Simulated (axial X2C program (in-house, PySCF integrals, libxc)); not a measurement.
# Potential curves of AlW, 2c

Computed with an axial X2C code built on PySCF integrals. Two-component (2c) means X2C with spin–orbit coupling and atomic mean-field two-electron Coulomb and Gaunt terms. Basis: W dyall-cv3z [13s14p9d7f4g], Al dyall-v3z [8s8p2d1f] (cores contracted in-house); Gaussian nuclei, density fitting, unrestricted open shells. Masses: W 183.951 u, Al 26.982 u.

State: Ω = 5/2 (⟨Sz⟩ = 2.46, ⟨Lz⟩ = 0.04 at TPSS). Energies in eV from the lowest point of each curve. Fits are polynomials in 1 − R0/R over 0.85 to 1.23 times the lowest point R0.

| R (Å) | TPSS | PBE0 |
| --- | --- | --- |
| 2.4684 | 0.0966 | 0.0846 |
| 2.5472 | 0.0222 | 0.0169 |
| 2.6260 | 0.0000 | 0.0000 |
| 2.7179 | 0.0244 | 0.0287 |
| 2.8098 | 0.0862 | 0.0934 |
| 2.9280 | 0.2035 | 0.2122 |

The state is one determinant whose occupation by symmetry is held fixed; it was picked as the lowest of a PBE0 search that is not exhaustive. Density functionals use the spin component along the axis (collinear). With several unpaired electrons one determinant need not be a pure state. This is the top spin component of a Σ state; components of lower Ω are not single determinants and can lie lower.

Fit the TPSS curve near its minimum: give the equilibrium distance and the harmonic wavenumber.

At TPSS, 2c: Re = 2.626 Å, ωe ≈ 271 cm⁻¹; Be follows as 0.104 cm⁻¹.

What are Re and ωe at the PBE0 level?

At PBE0, 2c: Re = 2.617 Å, ωe ≈ 271 cm⁻¹; Be follows as 0.105 cm⁻¹.
